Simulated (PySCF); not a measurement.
Geometry:
| atom | x (Å) | y (Å) | z (Å) |
| --- | --- | --- | --- |
| C1 | -2.049 | 0.511 | -1.566 |
| C2 | -1.261 | -0.555 | -1.753 |
| C3 | -0.796 | -1.203 | -0.479 |
| C4 | -2.043 | -1.614 | 0.331 |
| C5 | -2.944 | -0.384 | 0.552 |
| C6 | -2.296 | 0.843 | -0.120 |
| C7 | -0.929 | 1.080 | 0.551 |
| C8 | -0.016 | -0.156 | 0.356 |
| C9 | 1.334 | 0.214 | -0.252 |
| C10 | 2.272 | -0.975 | -0.511 |
| C11 | 3.669 | -0.367 | -0.465 |
| C12 | 3.577 | 0.586 | 0.725 |
| C13 | 2.166 | 1.189 | 0.627 |
| H14 | -2.482 | 1.100 | -2.379 |
| H15 | -0.976 | -0.936 | -2.738 |
| H16 | -0.166 | -2.083 | -0.668 |
| H17 | -2.583 | -2.406 | -0.210 |
| H18 | -1.721 | -2.048 | 1.292 |
| H19 | -3.078 | -0.178 | 1.626 |
| H20 | -3.948 | -0.549 | 0.133 |
| H21 | -2.937 | 1.729 | -0.003 |
| H22 | -1.078 | 1.298 | 1.621 |
| H23 | -0.462 | 1.973 | 0.109 |
| H24 | 0.184 | -0.620 | 1.340 |
| H25 | 1.132 | 0.703 | -1.221 |
| H26 | 2.167 | -1.717 | 0.302 |
| H27 | 2.054 | -1.497 | -1.455 |
| H28 | 4.473 | -1.112 | -0.370 |
| H29 | 3.857 | 0.202 | -1.392 |
| H30 | 3.674 | 0.005 | 1.658 |
| H31 | 4.372 | 1.347 | 0.740 |
| H32 | 2.197 | 2.190 | 0.171 |
| H33 | 1.715 | 1.319 | 1.623 |

Geometry: PBE0-D3(BJ)/def2-SVP; GIAO absolute shieldings from PySCF 2.14, gas phase, non-relativistic, averaged over equivalent atoms.

At wB97X-D/pcSseg-1 (321 basis functions):
```
atoms  σ (ppm)
   C1     38.7
   C2     41.2
   C8    136.2
   C9    138.3
  C10    148.7
   C3    149.0
   C7    149.0
   C6    152.1
  C11    154.6
  C13    154.6
   C4    156.1
  C12    156.6
   C5    157.3
  H14    24.83
  H15    24.99
  H16    29.21
  H21    29.23
  H27    29.71
  H31    29.84
  H28    29.84
  H32    29.85
  H22    29.86
  H18    30.08
  H30    30.09
  H19    30.10
  H25    30.12
  H29    30.22
  H17    30.23
  H33    30.29
  H24    30.31
  H20    30.32
  H23    30.60
  H26    30.60
```

Predict the values at PBE0/pcSseg-1 on the same geometry.

Results:


| atoms | σ at PBE0/pcSseg-1 | change |
| --- | --- | --- |
| C1 | 39.4 | +0.7 |
| C2 | 42.1 | +0.9 |
| C8 | 135.5 | -0.7 |
| C9 | 137.7 | -0.6 |
| C10 | 148.2 | -0.5 |
| C3 | 148.2 | -0.8 |
| C7 | 148.7 | -0.3 |
| C6 | 151.1 | -1.0 |
| C11 | 154.1 | -0.5 |
| C13 | 154.4 | -0.2 |
| C4 | 155.8 | -0.3 |
| C12 | 156.2 | -0.4 |
| C5 | 157.0 | -0.3 |
| H14 | 24.69 | -0.14 |
| H15 | 24.87 | -0.12 |
| H16 | 29.02 | -0.19 |
| H21 | 29.05 | -0.18 |
| H27 | 29.55 | -0.16 |
| H31 | 29.69 | -0.15 |
| H28 | 29.68 | -0.16 |
| H32 | 29.71 | -0.14 |
| H22 | 29.70 | -0.16 |
| H18 | 29.92 | -0.16 |
| H30 | 29.95 | -0.14 |
| H19 | 29.95 | -0.15 |
| H25 | 29.94 | -0.18 |
| H29 | 30.08 | -0.14 |
| H17 | 30.09 | -0.14 |
| H33 | 30.15 | -0.14 |
| H24 | 30.13 | -0.18 |
| H20 | 30.19 | -0.13 |
| H23 | 30.43 | -0.17 |
| H26 | 30.47 | -0.13 |

The largest change is at C6 (allylic sp3 CH). Cost: 321 basis functions. The order of the carbon signals changes between the two levels.
